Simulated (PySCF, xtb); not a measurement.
C₂H₇FOSi, SMILES CO[SiH](C)F.

GFN2-xTB (xtb) at its own geometry gives an orbital gap of 6.91 eV and a dipole moment of 3.34 D.

Coordinates come from a B3LYP-D3(BJ)/def2-SVP optimisation. The structure was generated by enumeration, and PubChem lists no compound with its InChIKey, so it may never have been made. One conformer was computed; it need not be the lowest.

Question: What does PySCF with HF/def2-TZVP give? (An estimate is asked for; the answer gives what the named calculation found.)

Answer: gap 16.00 eV (levels -12.30 and 3.70 eV), dipole 1.43 D.
